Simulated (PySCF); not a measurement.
C4H5FO, SMILES CC1=C(F)CO1.

Geometry optimised at r2SCAN-D4/def2-SVP.

These are r2SCAN/def2-TZVP run with PySCF values and carry that method's errors.

```
Property                                                                                                        Value
---------------------------------------------------------------------------------------------  ----------------------
total energy                                                                                       -330.38350 hartree
point group                                                                                                        Cs
highest occupied level                                                                                       -5.15 eV
lowest empty level                                                                                            0.03 eV
orbital gap                                                                                                   5.18 eV
dipole moment                                                                                                  0.30 D
quadrupole, principal values (traceless, Buckingham form, about the centre of nuclear charge)  -8.46, -0.33, 8.80 D·Å
mean static polarisability                                                                       50.8 bohr³ (7.52 Å³)
polarisability, principal values                                                               38.4, 48.7, 65.3 bohr³
```
